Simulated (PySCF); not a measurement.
SMILES CS/C=C\c1ccccc1 (GFN2-xTB optimised geometry):

```
20

C      0.033    -3.846     0.870
S      0.490    -2.122     0.512
C     -1.102    -1.465     0.207
C     -1.462    -0.192     0.012
C     -0.659     1.015     0.000
C     -1.317     2.249    -0.015
C     -0.610     3.434    -0.011
C      0.776     3.416    -0.002
C      1.442     2.203     0.000
C      0.737     1.015     0.000
H      0.958    -4.376     1.070
H     -0.463    -4.280     0.007
H     -0.609    -3.879     1.745
H     -1.857    -2.238     0.190
H     -2.523    -0.023    -0.141
H     -2.398     2.271    -0.022
H     -1.139     4.376    -0.018
H      1.331     4.343     0.001
H      2.523     2.181     0.000
H      1.274     0.080    -0.011
```

Level of theory: PySCF with B3LYP/def2-SVP.

### Question
What are the frontier orbital energies and the dipole moment?

### Answer
HOMO-2 -7.15 eV, HOMO-1 -6.89 eV, HOMO -5.51 eV, LUMO -0.91 eV, LUMO+1 -0.04 eV; dipole moment 1.75 D.

Meta-Löwdin charges at B3LYP/def2-SVP: C1 -0.33, S2 0.11, C3 -0.19, C4 -0.13, C5 0.01, C6 -0.11, C7 -0.10, C8 -0.11, C9 -0.10, C10 -0.11, H11 0.12, H12 0.11, H13 0.11, H14 0.11, H15 0.10, H16 0.10, H17 0.10, H18 0.10, H19 0.10, H20 0.10.
